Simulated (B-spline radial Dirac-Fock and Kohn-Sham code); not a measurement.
Scattering functions of Pr²⁰⁺

System: praseodymium as Pr²⁰⁺, configuration [Kr] 4d3.

Level of theory: Dirac-Fock orbitals of the configuration average with a finite nucleus; a B-spline atomic structure program. f₀ is the Fourier transform of the spherical electron density, S the Waller-Hartree incoherent function, and s = sin θ/λ. The electron scattering factor follows from the Mott-Bethe formula f_e = 0.023934 Å⁻¹·(Z − f₀)/s².

| s (Å⁻¹) | f₀ | S | f_e (Å) |
| --- | --- | --- | --- |
| 0 | 39.000 | 0.000 | – |
| 0.1 | 38.557 | 0.407 | 48.928 |
| 0.12 | 38.366 | 0.582 | 34.296 |
| 0.15 | 38.017 | 0.896 | 22.320 |
| 0.18 | 37.600 | 1.268 | 15.809 |
| 0.22 | 36.943 | 1.844 | 10.907 |
| 0.27 | 35.981 | 2.667 | 7.558 |
| 0.33 | 34.654 | 3.765 | 5.351 |
| 0.4 | 32.935 | 5.131 | 3.899 |
| 0.49 | 30.579 | 6.921 | 2.833 |
| 0.6 | 27.689 | 9.040 | 2.082 |
| 0.74 | 24.308 | 11.531 | 1.516 |
| 0.9 | 21.103 | 14.073 | 1.120 |
| 1.1 | 18.080 | 16.801 | 0.809 |
| 1.35 | 15.318 | 19.557 | 0.574 |
| 1.65 | 12.661 | 22.181 | 0.407 |
| 2.02 | 9.887 | 24.832 | 0.288 |
| 2.46 | 7.473 | 27.393 | 0.204 |
| 3.01 | 5.788 | 29.852 | 0.141 |
| 3.68 | 4.797 | 32.029 | 0.096 |
| 4.51 | 3.947 | 33.915 | 0.065 |
| 5.51 | 3.005 | 35.413 | 0.044 |
| 6.74 | 2.132 | 36.515 | 0.030 |

f₀ starts at the number of electrons, 39, and has fallen to half at s ≈ 1.01 Å⁻¹. The sum of ⟨r²⟩ over the electrons is 6.072 bohr². For an ion f_e diverges as s goes to zero, because of the net charge.

Values without a named source are computed, but for edge energies of neutral atoms, which are taken from tables.
